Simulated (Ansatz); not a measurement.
Molecule: sum formula H4B2O (charge 0, singlet). SMILES: O(B)B
Structure (B3LYP-D3(BJ)/def2-TZVP (Ansatz, a quantum-chemistry and plane-wave program) minimum search):
```xyz
7

O      0.0000     0.0000     0.0000
B     -1.1648    -0.6508     0.0037
H     -1.6766    -0.9097    -1.0426
H     -1.6484    -0.9481     1.0533
B      1.1648     0.6508    -0.0037
H      1.1514     1.8438     0.0183
H      2.1736     0.0140    -0.0289
```
Charge 0, spin multiplicity 1.

Parts of the frozen-core correlation energy in aug-cc-pVDZ (Ansatz, hartree). Frozen orbitals: 3; correlated occupied orbitals by spin: 8 and 8; virtual: 94 and 94. Spin-orbit coupling is left out. Non-relativistic.

| term | value |
|---|---|
| reference (HF) | -126.62431 |
| MP2 opposite-spin | ___ |
| MP2 same-spin | ___ |
| CCSD correlation | ___ |
| (T) | -0.01127 |
| T1 diagnostic | 0.017 |
| largest doubles amplitude | 0.015 |

Problem. Some entries are withheld; supply them.

Solution. 
- MP2 opposite-spin, value: -0.28696
- MP2 same-spin, value: -0.08125
- CCSD correlation, value: -0.40143
